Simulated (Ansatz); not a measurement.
Mulliken charges of `[F][In-]([F])([F])[PH3+]` from ωB97M-V/def2-TZVPP in Ansatz (PBE0-D4/def2-TZVP geometry).

| atom | x (Å) | y (Å) | z (Å) | charge (e) |
| --- | --- | --- | --- | --- |
| F1 | -0.414 | -2.239 | 1.290 | -0.491 |
| In2 | 0.655 | -1.333 | -0.059 | 1.203 |
| F3 | 2.460 | -0.795 | 0.427 | -0.492 |
| F4 | 0.309 | -1.758 | -1.925 | -0.491 |
| P5 | -0.518 | 1.080 | 0.036 | -0.078 |
| H6 | -1.575 | 1.254 | 0.947 | 0.116 |
| H7 | -1.118 | 1.556 | -1.144 | 0.116 |
| H8 | 0.293 | 2.179 | 0.372 | 0.116 |

**Question.** By hand: the dipole of these point charges (1 e Å = 4.8032 D).

**Answer.** Σ q r = (-0.609, 1.245, 0.048) e Å, of length 1.387 e Å = 6.66 D.

**Question.** How does the dipole of the full density compare? (Best estimate.)

**Answer.** Ansatz gave: (-0.583, 1.195, 0.047) e Å, 6.39 D; the point charges give 1.04 times that, at 0° from its direction.

Point charges leave out the atoms' own dipoles, such as those of lone pairs, and Mulliken's split depends on the basis, so the close match here is no proof of good charges.
